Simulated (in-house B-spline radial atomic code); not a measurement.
**Ionising Ne4+ with different functionals**

Computed with a B-spline radial code for spherical atoms: scalar-relativistic (spin-free X2C) Hamiltonian, Fermi nucleus of rms radius 3.0055 fm, spin-polarised at highest spin, spherical fractional occupations for the functionals, the average over the highest-spin determinants for Hartree-Fock. The ionisation energy is the difference of two self-consistent energies, [He] 2s2 2p2 → [He] 2s2 2p1, without Breit or QED terms; ε is the level of the shell that loses the electron (its least bound occupied spin orbital).

Hybrids are left out here: with spherical fractional occupations of an open shell their exact exchange keeps a self-interaction that integer-occupation calculations don't have.

| method | rung | ΔSCF (eV) | -ε(2p) (eV) |
| --- | --- | --- | --- |
| Hartree-Fock | Hartree-Fock | 126.12 | 127.21 |
| LDA VWN5 | LDA | ? | ? |
| LDA PW92 | LDA | 127.00 | 111.96 |
| LDA exchange-only | LDA | 125.43 | 110.47 |
| PBE | GGA | 127.02 | 111.99 |
| PBEsol | GGA | 126.81 | 111.81 |
| BLYP | GGA | 127.16 | 112.03 |
| RPBE | GGA | 126.95 | 111.94 |
| PW91 | GGA | 127.24 | 112.19 |
| BP86 | GGA | 127.06 | 112.01 |
| AM05 | GGA | ? | ? |
| OLYP | GGA | 127.33 | 112.37 |
| TPSS | meta-GGA | 127.21 | 112.28 |
| SCAN | meta-GGA | 127.70 | 113.10 |
| r2SCAN | meta-GGA | 127.63 | 113.02 |
| revTPSS | meta-GGA | 126.96 | 112.06 |

(1) What does AM05 give?

(2) What does LDA VWN5 give?

(3) How do they compare with the NIST value?

Answers

(1) ΔSCF 126.77 eV, and -ε(2p) = 111.77 eV.

(2) ΔSCF 127.02 eV, and -ε(2p) = 111.98 eV.

(3) NIST lists 126.25 eV ± 0.012 (measured, ground level to ground level). Errors run from -0.82 to +1.45 eV; Hartree-Fock is closest (-0.12 eV), but part of that can be cancellation, since the calculations leave out spin-orbit coupling, Breit-QED terms, multiplet and fine-structure energies. Hartree-Fock also lacks correlation.
